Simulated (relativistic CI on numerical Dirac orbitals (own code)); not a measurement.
**Mo²⁺: calculation against measurement**

Computed by Dirac-Coulomb-Breit CI, orbitals from a KLI potential per configuration, model QED (radiative potential, 1s self-energy scaled to tabulated hydrogen-like ionisation energies), valence Slater integrals scaled by 0.85, P86 correlation energy added to each configuration (own radial code, finite nucleus).

CI space (outside the closed core [Kr]): 4d4, 4d3 5s, 4d3 5p, 4d2 5s2, 4d3 4f, 4d2 5s 5p, 4d3 5d, 4d3 6s, 4d3 6p, 4d2 4f2, 4d3 7s, 4d3 6d, 4d3 7p, 4d3 5f, 4d3 5g, 4d2 5p2, 4d3 7d, 4d3 6f, 4d2 5s 6s, 4d2 4f 5s, 4d2 5p 6s. Levels of other configurations are missing.

| Configuration | Term (tabulated) | J | Measured (cm⁻¹) | Computed | Error | Purity (%) |
| --- | --- | --- | --- | --- | --- | --- |
| 4d4 | 5D | 0 | 0.0 | 0 | 0 | 98 |
| 4d4 | 5D | 1 | 242.0 | 207 | -35 | 99 |
| 4d4 | 5D | 2 | 668.2 | 583 | -85 | 99 |
| 4d4 | 5D | 3 | 1224.0 | 1085 | -139 | 99 |
| 4d4 | 5D | 4 | 1872.3 | 1683 | -189 | 99 |
| 4d4 | 3P2 | 0 | 11149.2 | 12046 | 897 | 94 |
| 4d4 | 3P2 | 1 | 12510.3 | 13141 | 631 | 96 |
| 4d4 | 3H | 4 | 12679.6 | 13252 | 573 | 90 |
| 4d4 | 3H | 5 | 13275.5 | 13746 | 471 | 95 |
| 4d4 | 3H | 6 | 13811.2 | 14214 | 402 | 98 |
| 4d4 | 3F2 | 2 | 13928.7 | 14640 | 711 | 96 |
| 4d4 | 3F2 | 3 | 13948.2 | 14699 | 751 | 82 |
| 4d4 | 3F2 | 4 | 14296.1 | 14979 | 683 | 81 |
| 4d4 | 3P2 | 2 | 14357.6 | 14853 | 495 | 95 |
| 4d4 | 3G | 3 | 15871.2 | 16662 | 790 | 83 |
| 4d4 | 3G | 4 | 16282.8 | 17080 | 797 | 84 |
| 4d4 | 3G | 5 | 16714.4 | 17452 | 738 | 95 |
| 4d4 | 3D | 3 | 19487.8 | 20971 | 1483 | 97 |
| 4d4 | 3D | 2 | 19576.7 | 21012 | 1435 | 91 |
| 4d4 | 1I | 6 | 20290.2 | 20704 | 414 | 98 |
| 4d4 | 1G2 | 4 | 20611.9 | 21628 | 1016 | 93 |
| 4d4 | 1D2 | 2 | 22806.2 | 24279 | 1472 | 87 |
| 4d4 | 1S2 | 0 | 22990.1 | 24607 | 1617 | 97 |
| 4d3 5s | 5F | 1 | 32418.7 | 35448 | 3029 | 99 |
| 4d3 5s | 5F | 2 | 32843.3 | 35834 | 2990 | 99 |
| 4d3 5s | 5F | 3 | 33452.2 | 36399 | 2947 | 99 |
| 4d3 5s | 5F | 4 | 34225.4 | 37122 | 2897 | 99 |
| 4d3 5s | 5F | 5 | 35129.4 | 37976 | 2846 | 99 |
| 4d4 | 1G1 | 4 | 36164.0 | 37842 | 1677 | 91 |
| 4d3 5s | 5P | 1 | 42404.7 | 46153 | 3748 | 98 |
| 4d3 5s | 5P | 2 | 42521.8 | 46399 | 3878 | 90 |
| 4d3 5s | 3F | 2 | 42665.8 | 46205 | 3539 | 87 |
| 4d3 5s | 5P | 3 | 43461.6 | 47191 | 3729 | 65 |
| 4d3 5s | 3F | 3 | 43561.8 | 47117 | 3556 | 60 |
| 4d3 5s | 3F | 4 | 44655.3 | 48209 | 3554 | 89 |
| 4d3 5s | 3G | 3 | 46299.6 | 49850 | 3550 | 96 |
| 4d3 5s | 3G | 4 | 46601.6 | 50129 | 3528 | 87 |
| 4d3 5s | 3G | 5 | 46962.1 | 50467 | 3505 | 88 |
| 4d3 5s | 3P | 2 | 49088.7 | 52989 | 3900 | 68 |
| 4d3 5s | 3H | 4 | 49541.7 | 52959 | 3417 | 87 |
| 4d3 5s | 3H | 5 | 50318.8 | 53624 | 3305 | 90 |
| 4d3 5s | 3H | 6 | 50481.6 | 53777 | 3295 | 99 |
| 4d3 5s | 3D | 3 | 51425.9 | 55503 | 4077 | 98 |
| 4d3 5s | 3D | 2 | 51482.9 | 55443 | 3960 | 74 |
| 4d3 5s | 1G | 4 | 52698.0 | 56436 | 3738 | 83 |
| 4d3 5s | 3P | 1 | 52811.0 | 57196 | 4385 | 57 |
| 4d3 5s | 3P | 0 | 53407.5 | 57820 | 4413 | 93 |
| 4d3 5s | 3P | 2 | 54191.2 | 58573 | 4382 | 92 |
| 4d3 5s | 1H | 5 | 54853.3 | 58469 | 3615 | 98 |
| 4d3 5s | 1P | 1 | 55366.5 | 59556 | 4189 | 59 |
| 4d3 5s | 1D | 2 | 56741.9 | 61092 | 4350 | 84 |
| 4d3 5s | 3F | 4 | 58730.3 | 62990 | 4260 | 98 |
| 4d3 5s | 3F | 3 | 58893.8 | 63153 | 4259 | 97 |
| 4d3 5p | 5G° | 2 | 73853.2 | 75396 | 1542 | 97 |
| 4d3 5p | 5G° | 3 | 74724.8 | 76186 | 1461 | 97 |
| 4d3 5p | 5G° | 4 | 75816.5 | 77188 | 1371 | 97 |
| 4d3 5p | 3D° | 1 | 75972.4 | 77869 | 1897 | 59 |
| 4d3 5p | 5G° | 5 | 77113.3 | 78387 | 1274 | 97 |
| 4d3 5p | 5D° | 0 | 78568.4 | 80052 | 1483 | 98 |
| 4d3 5p | 5G° | 6 | 78689.4 | 79818 | 1129 | 99 |
| 4d3 5p | 5F° | 4 | 79497.1 | 80917 | 1420 | 68 |
| 4d3 5p | 5F° | 5 | 80343.2 | 81749 | 1406 | 81 |

Measured levels from Sugar and Musgrove, J. Phys. Chem. Ref. Data 17, 155 (1988); pairs were made by configuration, J and term (by order where the table uses no LS term), so strongly mixed levels may be paired wrongly.

Mean error by configuration (cm⁻¹): 4d4 722; 4d3 5s 3684; 4d3 5p 1443. Over the excited levels the mean absolute error is 2251 cm⁻¹ (61 of the 67 excited levels that our extract of the source holds in range could be paired, and the others can miss by more), and the median relative error of those above 1,000 cm⁻¹ is 7.1 %.
